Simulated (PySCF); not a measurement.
The complex [VO(H2O)5]2+ (charge +2) contains V(IV), shell d1. The structure is a PBE0-D3(BJ)/def2-SVP, IEF-PCM water geometry optimised for multiplicity 2; coordination octahedral, point group Cs, metal–donor distances 1.54–2.20 Å.

The d shell alone is too small an active space for [VO(H2O)5]2+ (an active orbital has only 0.61 squared overlap with the free ion's shell): its levels, fitted parameters, g values and moments show what this model gives and aren't sound predictions.

```
17

V     0.0000    0.0000    0.0000
O     0.0084    0.0000    1.5408
O     0.0084    0.0000   -2.1973
H     0.7862    0.0000   -2.7720
H    -0.7756    0.0000   -2.7634
O     1.9967    0.0000   -0.3846
H     2.5229    0.7772   -0.1371
H     2.5229   -0.7772   -0.1371
O    -1.9909    0.0000   -0.3868
H    -2.5097    0.7804   -0.1337
H    -2.5097   -0.7804   -0.1337
O    -0.0634    2.0155   -0.2885
H     0.3048    2.6311    0.3642
H     0.1743    2.3456   -1.1700
O    -0.0634   -2.0155   -0.2885
H     0.3048   -2.6311    0.3642
H     0.1743   -2.3456   -1.1700
```

Method (PySCF 2.14, density fitting): CASSCF(1,5) with orbitals averaged over all microstates of the shell, strongly contracted NEVPT2 on the averaged canonical orbitals; basis x2c-TZVPall on the metal, x2c-SVPall elsewhere; spin-free X2C; IEF-PCM water; spin-orbit coupling by state interaction with the mean-field operator over all roots.

Which term lies lowest, and with what spin?

2A'' (from 2T2g) (S = 1/2, orbital degeneracy 1), orbital occupations from the lowest 1.0 0.0 0.0 0.0 0.0, by NEVPT2.

Where do the spin-allowed transitions within the shell lie?

By NEVPT2: 2A' (from 2Eg) at 17256 cm⁻¹ (579 nm); 2A'' (from 2T2g) at 20550 cm⁻¹ (487 nm); 2A' (from 2T2g) at 21153 cm⁻¹ (473 nm); 2A' (from 2Eg) at 43503 cm⁻¹ (230 nm). The strongest, at 20550 cm⁻¹, has f = 5.1e-05.

What ligand-field parameters describe the result?

At NEVPT2 level: orbital energies 0, 17256, 20550, 21153, 43503 cm⁻¹; 10Dq = 19726 cm⁻¹ (difference of the means of the two sets); ζ = 190 cm⁻¹ (free ion 245).

What are the magnetic parameters?

The ground doublet has g = 1.923, 1.986, 1.986. μeff is 1.73 μB at 300 K and 1.70 μB at 10 K; the spin-only value is 1.73 μB.

Charge-transfer states lie outside this active space and may come lower than some of these levels. NEVPT2 lifts 2A'' (from 2T2g) from 15247 to 20550 cm⁻¹; on the d shell alone it tends to overshoot states that fill the eg-type orbitals. NEVPT2 on the d shell alone tends to put d–d bands too high for such charged or covalently bound ions.
